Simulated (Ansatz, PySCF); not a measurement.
AlH3O3. Atoms are numbered in the order given.

```xyz
7

Al     0.0000     0.0000     0.0000
O      1.6024     0.5624     0.0000
H      2.3696    -0.0166     0.0000
O     -0.3142    -1.6689     0.0000
H     -1.1992    -2.0438     0.0000
O     -1.2882     1.1065     0.0000
H     -1.1704     2.0604     0.0000
```
Charge 0, spin multiplicity 1.

Geometry: B3LYP-D3(BJ)/def2-SVP. The isomer is the one that the SMILES or the coordinates give; other isomers of the formula were not compared. Other conformers were not sampled.

Vertical ionisation energy (IE) and electron affinity (EA) in eV. Rows of orbital energies are one-electron estimates. Where ΔSCF, EOM or ADC give a negative EA the extra electron is unbound and the value depends on the basis.

| level | IE | EA |
|---|---|---|
| −ε(HOMO), −ε(LUMO), ωB97X/def2-TZVPD (PySCF) | 11.66 | -0.76 |
| −ε(HOMO), −ε(LUMO), PBE/def2-TZVPD (PySCF) | 7.41 | 1.69 |
| ΔSCF, CAM-B3LYP/def2-SVPD (Ansatz), final states of multiplicity 2 and 2 | ___ | ___ |
| ΔSCF, PBE/def2-SVPD (Ansatz), final states of multiplicity 2 and 2 | 10.81 | -0.21 |

Problem. What belongs in the gaps? (Estimate from the structure and the level; the computed values follow.)

Solution. 
- ΔSCF, CAM-B3LYP/def2-SVPD (Ansatz, an electronic-structure program), final states of multiplicity 2 and 2, IE: 11.85
- ΔSCF, CAM-B3LYP/def2-SVPD (Ansatz), final states of multiplicity 2 and 2, EA: -0.41

Problem. What vertical singlet–triplet gap does ΔSCF give with CAM-B3LYP/def2-SVPD (Ansatz) and with PBE/def2-SVPD (Ansatz)? (The exact figures need the calculation; the answer reports its results.)

Solution. 7.09 and 5.88 eV (triplet above singlet where positive).
